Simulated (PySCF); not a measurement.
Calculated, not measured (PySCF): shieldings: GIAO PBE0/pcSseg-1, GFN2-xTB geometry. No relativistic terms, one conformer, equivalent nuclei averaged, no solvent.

Chemical shifts δ = σref − σ; ¹H and ¹³C against TMS, all at this level. Shifts are as computed. Against solution values, carbons near 30 ppm lie about +3 ppm off and those near 130 ppm about +5 ppm; carbons on Cl a further +6 ppm. Of 1309 compounds with measured shifts, 239 miss one by over three times the rms of a fit or turn the order of signals round; such compounds aren't used in these exercises. Carbons bonded to Cl come out too deshielded. OH and NH positions are gas-phase values without hydrogen bonding to other molecules.

Question: Order these molecules by the shift of their most deshielded carbon, lowest δ first.
A. C=C/C([SiH2][SiH2]N)=C(\[SiH3])Cl
B. C=CCO
C. C#C[C@]1(F)[SiH2][Si@H](F)[SiH2]1
D. C=N[Si@@](N)(P)N[SiH3]

Answer: C (95.3 ppm, terminal alkyne carbon), B (149.2 ppm, alkene CH), A (165.5 ppm, fully substituted alkene carbon), D (172.1 ppm, C=N carbon).

Question: Order these molecules by the shift of their most shielded carbon-bound hydrogen, lowest δ first.
A. C=C/C([SiH2][SiH2]N)=C(\[SiH3])Cl
B. CO[SiH](OC)N(C)C=O
C. C=CCO
D. C=N[Si@@](N)(P)N[SiH3]

Answer: B (3.00 ppm, hydrogen on a methyl carbon bonded to N), C (4.45 ppm, hydrogen on an allylic sp3 CH2 bonded to O), A (5.19 ppm, hydrogen on a terminal =CH2 carbon), D (8.42 ppm, hydrogen on a C=N carbon).

Question: How many ¹³C and ¹H signals does each give (equivalence by symmetry and fast rotation, but not about amide C–N or C=N bonds)? `CO[SiH](OC)N(C)C=O`, `C=N[Si@@](N)(P)N[SiH3]`, `C=CCO`, `C#C[C@]1(F)[SiH2][Si@H](F)[SiH2]1`, `C=C/C([SiH2][SiH2]N)=C(\[SiH3])Cl`

Answer: CO[SiH](OC)N(C)C=O: 3 C, 4 H; C=N[Si@@](N)(P)N[SiH3]: 1 C, 6 H; C=CCO: 3 C, 5 H; C#C[C@]1(F)[SiH2][Si@H](F)[SiH2]1: 3 C, 4 H; C=C/C([SiH2][SiH2]N)=C(\[SiH3])Cl: 4 C, 7 H.
